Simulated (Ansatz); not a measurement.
Two isomers of C2H6ClInO: A = `C[O][In]([CH3])[Cl]`, B = `CC[O][InH][Cl]`.

Calculated with Ansatz (gas phase, PBE0-D4/def2-TZVP geometries, no zero-point term in ΔE). CCSD(T)/CBS adds triple-zeta CCSD(T) − MP2 to the extrapolated MP2 energy (def2 sets, frozen cores). DFT in def2-TZVPP. B3LYP here is the variant with VWN-RPA as its local correlation; programs differ in this. def2 core potentials past Kr. For In outer-core shells are correlated without core-valence functions, which leaves a few kJ/mol of doubt a bond. Each species was taken in one conformer, which may not be the lowest.

**Question.** Which isomer does CCSD(T)/CBS put lower? Give the gap. (Estimate.)

**Answer.** The calculation gave: A, by 19.7 kJ/mol.

**Question.** Give E(B) − E(A) in kJ/mol with PBE-D4, B3LYP-D4, PBE0-D4, r2SCAN-D4, B3LYP, B2PLYP, CCSD/def2-TZVPP. (An estimate is asked.)

**Answer.** Computed: PBE-D4 16.4, B3LYP-D4 16.5, PBE0-D4 14.8, r2SCAN-D4 15.1, B3LYP 20.4, B2PLYP 20.7, CCSD/def2-TZVPP 17.4. None reverses the order clearly.

Largest T1 diagnostic: 0.015.

In def2-TZVPP, CCSD(T) changes the Hartree–Fock value by +6.0 kJ/mol (the triples alone add +0.6 kJ/mol) and MP2 by +11.6 kJ/mol. The D4 term adds −3.9 kJ/mol with B3LYP and −2.1 kJ/mol with PBE0; it sums over pairs of atoms, weighted by their polarisabilities, and B3LYP, whose exchange is more repulsive, gets the larger term.
